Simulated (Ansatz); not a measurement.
Relaxation of AlH4NOSi (8 atoms, charge 0, multiplicity 1), to a largest force component of 0.015 eV/Å in at most 40 steps.

Level of theory: RKS B3LYP/cc-pVDZ in Ansatz.

```xyz
8
Properties=species:S:1:pos:R:3:forces:R:3
O -0.613 2.910 0.409 -0.44 2.17 0.88
Si -0.361 1.631 -0.349 0.47 -2.12 0.46
N -0.011 0.132 0.445 -0.03 0.01 -0.81
Al 0.194 -0.528 2.113 -0.05 0.30 0.46
H -0.349 1.363 -1.769 -0.03 -0.02 -0.92
H 0.121 -0.599 -0.255 0.03 -0.15 -0.18
H 0.044 0.334 3.383 -0.09 0.48 0.34
H 0.535 -2.019 2.305 0.14 -0.68 -0.23
```

Question: Where does it end, and by what steps?

Answer: The run converged. After 7 steps the energy has fallen by 0.182 eV; H7 moved furthest, 0.22 Å.

```tsv
step	energy less start (eV)	largest force component (eV/Å)	accepted
0	0.0000	2.174	yes
1	-0.1396	1.161	yes
2	-0.1732	0.231	yes
3	-0.1779	0.229	yes
4	-0.1814	0.062	yes
5	-0.1821	0.074	yes
6	-0.1824	0.016	yes
7	-0.1824	0.003	yes
```

```xyz
8
Properties=species:S:1:pos:R:3
O -0.604 2.874 0.529
Si -0.347 1.575 -0.275
N 0.013 0.029 0.385
Al 0.191 -0.509 2.133
H -0.373 1.458 -1.764
H 0.146 -0.690 -0.332
H 0.002 0.534 3.298
H 0.533 -2.046 2.306
```

Run time: 30 s on 1 thread of Arm Neoverse V2, with other jobs on the host, peak memory 0.16 GiB.
